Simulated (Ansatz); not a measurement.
```csv
atom,x (Å),y (Å),z (Å)
Mn,0.0000,0.0000,0.0000
H,0.0000,1.4592,0.6804
H,0.0000,-1.4592,0.6804
```

Basis set: pcseg-2 (spherical functions). Charge 0, multiplicity 6.

Computed with Ansatz (development build ahead of 0.2.0); each method stands on the lowest determinant of its kind that the runs found.

Q: Give the atomization energy at this shape (free ground-state atoms in the same class of orbitals less the molecule, no zero-point energy) of sextet MnH2 by PBE (unrestricted), UHF.

A:

```
            method  atomization energy
PBE (unrestricted)             4.90 eV
               UHF             2.93 eV
```

Caution: other spin multiplicities were not run.

The shape needn't be a minimum at these levels.
